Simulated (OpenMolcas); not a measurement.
Dy2+ among 12 point charges of -2 e arranged as a cuboctahedron (Oh).

```
Program             : OpenMolcas
Method              : CASSCF
Basis               : ANO-RCC-VDZP [7s6p4d2f1g]
Scalar Hamiltonian  : DKH2, point nucleus
Active space        : 10 electrons in 7 orbitals (4f)
State averaging     : 2S+1 = 5 even, 35 roots (32 in the spin-orbit step); 2S+1 = 3 even, 106 roots kept (CI in the orbitals of an earlier block); 2S+1 = 1 even, 31 roots kept (CI in the orbitals of an earlier block)
Spin-orbit coupling : RASSI with atomic mean-field integrals over the reference wave functions
```

All point charges move together. At R = 2.81 Å the width of the lowest J multiplet is 129 cm-1, and at R = 2.96 Å it is 92 cm-1.

Question: A third run gives 242 cm-1. What distance was it run at?

Answer: With a power law R^-n the two known points give n = -ln(92 / 129) / ln(2.96 / 2.81) = 6.50. Then R = 2.81 × (129 / 242)^(1/6.50) = 2.551 Å. The run was at 2.55 Å, so the estimate is off by +0.001 Å.

High states are left out of the spin-orbit mixing, which shifts the levels that they would mix with. Point charges carry no covalency, so the field is a model and not that of real ligands. A group larger than the point group allows holds several states that coincide in this model. No measured value stands beside these numbers.
